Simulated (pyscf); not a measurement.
**Cl–CH₂–Zn–Cl (SMILES Cl[CH2][Zn][Cl]), singlet**

Gas-phase minimum from PySCF at ωB97X-D3(BJ)/def2-SVP, one conformer. 

```
C
H 1 1.0993
H 1 1.0994 2 107.82
Cl 1 1.8028 2 107.35 3 -115.37
Zn 1 1.9415 2 113.63 3 126.86
Cl 5 2.1061 3 157.76 1 176.45
```

Properties at ωB97X-D3(BJ)/def2-SVP:

* **Harmonic wavenumbers, unscaled**: 60, 113, 163, 413, 590, 653, 752, 1113, 1166, 1427, 3120, 3192 cm⁻¹
* **Zero-point energy**: 18.2 kcal/mol
* **Rotational symmetry number**: 1
* **Entropy of this conformer at 298 K and 1 atm, rigid rotor and harmonic oscillator, modes under 100 cm⁻¹ raised to 100**: 333.7 J/(mol K)
* **Dipole moment**: 2.38 D

Single-point totals, which compare only within one level:

```tsv
level	total energy (hartree)
ωB97X-D3(BJ)/def2-TZVP	-2739.19651
PBE/def2-TZVP	-2738.50296
r²SCAN/def2-TZVP	-2739.10047
B3LYP-D3(BJ)/def2-TZVP	-2739.28976
PBE0-D3(BJ)/def2-TZVP	-2738.60437
M06-2X/def2-TZVP	-2739.12531
ωB97M-D3(BJ)/def2-TZVP	-2739.34049
```

Soft torsions are taken as harmonic, which can shift the entropy by several J/(mol K). Elements up to Kr have no core potential and no relativistic terms here.
